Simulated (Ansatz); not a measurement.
Compare A (`F[SiH]([SiH3])P`) with its isomer B (`F[SiH2]P[SiH3]`).

Calculated with Ansatz (gas phase, PBE0-D4/def2-TZVP geometries, no zero-point term in ΔE). CBS: MP2 limit from def2 TZ/QZ plus the TZ coupled-cluster correction, frozen cores. Functionals use def2-TZVPP. B3LYP here is the variant with VWN-RPA as its local correlation; programs differ in this. One conformer a species, not always the lowest.

Problem. Which isomer does CCSD(T)/CBS put lower? Give the gap. (Estimate.)

Solution. Computed: B, by 7.1 kcal/mol.

Problem. Give E(B) − E(A) in kcal/mol with LDA (SPW92), CCSD(T)/def2-SVP, BLYP-D4, CCSD(T)/def2-TZVPP, B2PLYP, ωB97M-V, B3LYP-D4. (Estimate.)

Solution. Ansatz gave: LDA (SPW92) -4.8, CCSD(T)/def2-SVP -6.1, BLYP-D4 -5.3, CCSD(T)/def2-TZVPP -6.8, B2PLYP -6.6, ωB97M-V -7.2, B3LYP-D4 -5.9. None reverses the order clearly.

Problem. Does the order hold for the free energy at 298.15 K (harmonic terms from PBE0-D4)? (Estimate.)

Solution. The calculation gave: Yes: G(B) − G(A) = -7.0 kcal/mol, for one conformer each. Modes under 60 cm⁻¹, often nearly free rotors, make the harmonic entropy too high.

Largest T1 diagnostic: 0.014.

From PBE to PBE0 (25 % exact exchange), in def2-TZVPP and without D4, E(B) − E(A) moves by −0.9 kcal/mol. Leaving LDA and LC-ωPBE aside and taking each functional with its dispersion term where it has one, the values, not all of them listed here, spread over 2.3 kcal/mol, from PBE-QIDH to PBE-D4.
